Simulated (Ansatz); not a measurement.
Total energies of `C[Si](C)(C)C#Cc1cc2sc(-c3cc4sc(-c5cc6sc(-c7cc8sc(C#C[Si](C)(C)C)cc8s7)cc6s5)cc4s3)cc2s1` from Ansatz at PBE0-D4/def2-SVP, gas phase (1 Eh = 27.2114 eV = 2625.5 kJ/mol). The reference geometry is relaxed at PBE-D4/def2-SVP.

| state | geometry | energy (Eh) |
| --- | --- | --- |
| charge 0 singlet | reference | -5070.88204 |
| charge 1 doublet | reference | -5070.65726 |
| charge -1 doublet | reference | -5070.95000 |
| free C atom (triplet) | – | -37.76066 |
| free Si atom (triplet) | – | -289.15194 |
| free S atom (triplet) | – | -397.83788 |
| free H atom (doublet) | – | -0.50029 |

Single mean-field runs in def2-SVP are fitted with def2-universal-jkfit.

Work out the vertical ionisation energy to the doublet.

E(charge 1 doublet) − E(charge 0 singlet) = -5070.65726 − (-5070.88204) = 0.22478 Eh = 6.12 eV. For comparison, −ε of the highest occupied level is 5.27 eV at this level, 0.85 eV less.

Work out the vertical electron affinity, to the doublet.

E(charge 0 singlet) − E(charge -1 doublet) = -5070.88204 − (-5070.95000) = 0.06796 Eh = 1.85 eV. The basis lacks diffuse functions, which makes affinities too small.

Give the fundamental gap IE − EA, the Mulliken electronegativity (IE + EA)/2 and the hardness (IE − EA)/2.

From the values in Eh: IE − EA = 0.22478 − 0.06796 = 0.15682 Eh = 4.27 eV; (IE + EA)/2 = 3.98 eV; (IE − EA)/2 = 2.13 eV. The HOMO–LUMO gap of the same run is 2.65 eV, 1.62 eV smaller than the fundamental gap.

What is the binding energy per atom against free atoms?

Atoms: 34 × (-37.76066) + 2 × (-289.15194) + 8 × (-397.83788) + 26 × (-0.50029) = -5057.87690 Eh. Binding: -5057.87690 − (-5070.88204) = 13.00514 Eh = 353.89 eV, or 5.06 eV for each of 70 atoms (no zero-point energy, no counterpoise term).
